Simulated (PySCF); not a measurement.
Precursor series Ti Cl-NH2. Gas-phase values, no solvent. One relaxed conformer stands for each flexible species; it need not be the lowest. All members: neutral, multiplicity 1. Level: B3LYP-D3(BJ)/def2-TZVP // r2SCAN-D4/def2-SVP (PySCF), beside PBE-D3(BJ)/def2-TZVP // r2SCAN-D4/def2-SVP (PySCF) at the same geometries. B3LYP has the VWN-RPA correlation part, as in Gaussian. 

| species | HOMO–LUMO gap, PBE (eV) | HOMO–LUMO gap, B3LYP-D3(BJ) (eV) |
|---|---|---|
| [Ti(Cl)3(NH2)] | 3.01 | 4.81 |
| [Ti(Cl)2(NH2)2] | 3.26 | withheld |
| [Ti(Cl)4] | 3.68 | 5.35 |
| [Ti(NH2)4] | 3.76 | 5.63 |
| [Ti(Cl)(NH2)3] | 3.89 | 5.72 |

Q: Fit y = a + b·x, y being the HOMO–LUMO gap at the first level, to the 4 complete rows by least squares, with x = the PBE value in eV. Give a, b and the rms residual, and predict the withheld value.

A: Means of the 4 rows: x̄ = 3.585, ȳ = 5.3775 eV. Σ(x − x̄)² = 0.4633 and Σ(x − x̄)(y − ȳ) = 0.47235, so b = 1.020 and a = ȳ − b·x̄ = 1.721 eV. The rms residual is 0.075 eV. At x = 3.26 the line gives 5.05 eV. The run for [Ti(Cl)2(NH2)2] gave 5.06 eV, so the line is off by 0.01 eV, within twice the rms residual.

Codes: PySCF.
